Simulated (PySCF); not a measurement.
Ge(OH)3(PH2) (GeH5O3P), SMILES [OH][Ge]([OH])([OH])[PH2]. Atoms are numbered in the order given.

```xyz
10

O     -0.3793     0.0968     1.8622
Ge    -0.2540     0.0161     0.0911
O     -1.1097     1.5038    -0.4027
O     -1.1098    -1.4382    -0.4686
P      1.8847    -0.1447    -0.7937
H     -0.7782     0.9365     2.1330
H     -1.2914     1.5408    -1.3514
H     -1.8658    -1.6431     0.0999
H      2.1885    -1.2725     0.0286
H      2.3953     0.7952     0.1539
```
Charge 0, spin multiplicity 1.

Coordinates come from a B3LYP-D3(BJ)/def2-SVP optimisation. This is a generated structure with no PubChem entry under its InChIKey; it may be hypothetical. One conformer was computed; it need not be the lowest.

Computed with PySCF 2.14.0 with TDA-LC-ωPBE/def2-SVPD.

Vertical excitations. Isolated molecule, no solvent.

Computed excitation energies, oscillator strengths and character:
| state | energy (eV) | λ (nm) | f | main pairs |
|---|---|---|---|---|
| S1 | 7.09 | 175 | 0.110 | HOMO→LUMO+2 58 %, HOMO→LUMO 21 % |
| S2 | 7.19 | 172 | 0.229 | HOMO→LUMO 30 %, HOMO→LUMO+1 29 %, HOMO→LUMO+2 10 %, HOMO→LUMO+4 8 % |
| S3 | 7.53 | 165 | 0.013 | HOMO→LUMO+1 40 %, HOMO→LUMO 25 %, HOMO→LUMO+5 8 %, HOMO→LUMO+2 6 % |
| S4 | 7.89 | 157 | 0.013 | HOMO−2→LUMO 39 %, HOMO−1→LUMO 17 %, HOMO−3→LUMO 6 % |
| S5 | 8.14 | 152 | 0.090 | HOMO−3→LUMO 31 %, HOMO−1→LUMO 18 %, HOMO→LUMO+3 9 %, HOMO→LUMO+5 8 % |
| S6 | 8.20 | 151 | 0.182 | HOMO−2→LUMO 25 %, HOMO−1→LUMO 21 %, HOMO−3→LUMO 8 %, HOMO→LUMO+5 8 % |
| S7 | 8.50 | 146 | 0.003 | HOMO−1→LUMO+1 38 %, HOMO→LUMO+3 17 %, HOMO→LUMO+6 11 % |
| S8 | 8.74 | 142 | 0.178 | HOMO−1→LUMO+1 28 %, HOMO→LUMO+1 9 %, HOMO→LUMO+3 7 %, HOMO−3→LUMO 5 % |
| S9 | 8.76 | 142 | 0.004 | HOMO−1→LUMO+2 18 %, HOMO→LUMO+7 16 %, HOMO→LUMO+4 15 %, HOMO→LUMO+8 8 % |
| S10 | 8.86 | 140 | 0.149 | HOMO−4→LUMO 25 %, HOMO−2→LUMO+2 14 %, HOMO−3→LUMO 10 %, HOMO−2→LUMO+1 6 % |
| T1 | 5.53 | 224 | 0 | HOMO→LUMO+1 67 %, HOMO→LUMO 14 % |
| T2 | 5.98 | 207 | 0 | HOMO→LUMO+2 48 %, HOMO→LUMO+4 24 % |
| T3 | 6.82 | 182 | 0 | HOMO→LUMO 43 %, HOMO→LUMO+5 10 %, HOMO−1→LUMO+1 8 %, HOMO−1→LUMO 7 % |
| T4 | 7.28 | 170 | 0 | HOMO−1→LUMO 22 %, HOMO−2→LUMO 19 %, HOMO−1→LUMO+2 13 %, HOMO→LUMO+2 5 % |
Triplets are in the Tamm–Dancoff approximation.
